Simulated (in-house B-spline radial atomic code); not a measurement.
## Solving the quasi-particle equation for 4s of Kr6+

Configuration [Ar] 3d10 4s2, start PBE0; correlation leaves out the 2 deepest shells. Computed with an all-electron radial atomic-structure program (B-spline basis): all electrons, scalar-relativistic (spin-free one-electron X2C), finite nucleus, each spin shell either full or empty, empty states to l = 9 with an (l + 1/2)⁻⁴ tail; G0W0 by contour deformation at full frequency.

At the mean-field level ε = -103.77 eV the matrix elements are Σx = -24.916 eV, v_xc = -21.413 eV and Σc(ε) = -2.651 eV, and the slope of the correlation self-energy is dΣc/dω = -0.0355. The quasi-particle energy solves E = ε + Σx − v_xc + Σc(E).

(1) What does the linearised equation give?

(2) How does that compare with the full solution and with static screening?

Answers

(1) Z = 1/(1 − dΣc/dω) = 1/1.0355 = 0.9657. The first-order shift is Σx − v_xc + Σc(ε) = -24.916 − (-21.413) + (-2.651) = -6.154 eV, so E ≈ ε + Z × shift = -103.77 + 0.9657 × (-6.154) = -109.713 eV.

(2) Solving the equation at full frequency dependence gives E = -109.727 eV, where Σc = -2.454 eV and the weight is 0.970; the linearised value is off by 14 meV. Leaving Z out would give -109.924 eV. Static COHSEX puts -4.788 eV in place of Σc and gives -112.061 eV, 2.33 eV deeper.
